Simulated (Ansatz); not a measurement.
Input for Ansatz (a program for electronic structure): R-B3LYP-D3(BJ)/def2-TZVP on I2Pb (SMILES [I][Pb][I]). Elements past Kr take the def2 small-core potentials; no spin–orbit coupling.

Ansatz 0.2 input:
```yaml
crystal:
  periodic: [false, false, false]
  atoms:
    - {symbol: Pb, position_ang: [-1.13090000, 0.02540000, 0.04090000]}
    - {symbol: I, position_ang: [0.47040000, -1.27420000, -1.76320000]}
    - {symbol: I, position_ang: [0.66050000, 1.24880000, 1.72230000]}
basis:
  gaussian:
    orbitals: def2-TZVP
hamiltonian:
  xc: b3lyp
  dispersion: d3bj
relax: {f_tol: 0.004, max_steps: 120}
scf: {lower_state_search: off}
```

Problem. Give the final energy of this run.

Solution. -788.6871 hartree.

Problem. How many basis functions does it have, and what does it roughly cost on one machine?

Solution. 150 functions; around 15 core-seconds (rough).
